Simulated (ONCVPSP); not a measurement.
## Ti, ONCV: configuration errors across variants

ONCVPSP 4.0.1 input, shortened (lines: element, Z, core and valence counts, functional; n l f; lmax; l rc ep ncon nbas qcut; lloc lpopt rc5 dvloc0; l nproj debl; icmod fcfact rcfact), PBEsol, scalar-relativistic:

```
  Ti 22.00    3    4  -116133      upf
    1    0    2.00
    2    0    2.00
    2    1    6.00
    3    0    2.00
    3    1    6.00
    3    2    2.00
    4    0    1.75
    3
    0    2.00    0.00    4    7    5.40
    1    1.40    0.00    4    7   11.80
    2    1.30    0.00    4    7    6.80
    3    1.70    0.07    4    8    6.70
    4    5    0.95    4.00
    0    3    3.80
    1    1    2.70
    2    3    0.60
    3    1    3.10
    0    0.00    0.00
```

All-electron excitation energies from the reference (eV): (1) 3s2 3p6 3d2 4s2 -1.293; (2) 3s2 3p6 3d2 4s1 6.066; (3) 3s2 3p6 3d2 4s0 19.537; (4) 3s2 3p5 3d2 4s2 44.178.

1 further variants failed, have other tests or too few solved ones, and are left out.

A true bound ghost makes a file unfit for plane-wave use even where its test errors are small: the radial tests pick states by their node count and pass the ghost by.

Errors AE − PS in meV (a dash: test not solved or not reliable):

```tsv
change	(1)	(2)	(3)	(4)	bound ghosts	GHOST(+) flags above zero
base	+0.1	-0.5	-2.0	-3.6	d	none
p: nproj 3	+0.1	-0.4	-2.0	-6.6	d	none
local potential polynomial inside 0.95 bohr (lpopt 5, dvloc0 -2.5 Ha)	+0.1	-0.4	-2.0	-2.2	d, f	s, d
d: rc 1.16	+0.1	-0.4	-1.8	+6.4	d	d
f: qcut 10.2	+0.1	-0.5	-2.0	-3.6	d	none
p: qcut 11.7	+0.1	-0.5	-2.0	-3.8	d	none
local potential polynomial inside 1.10 bohr (lpopt 5, dvloc0 6 Ha)	+0.1	-0.6	-2.7	-5.6	s, d	d
```

Give the same row for: core correction Teter function, fcfact 6, rcfact 1.2.

+0.1, -0.6, -3.2, -4.0; bound ghosts: d; GHOST(+) flags above zero: none.
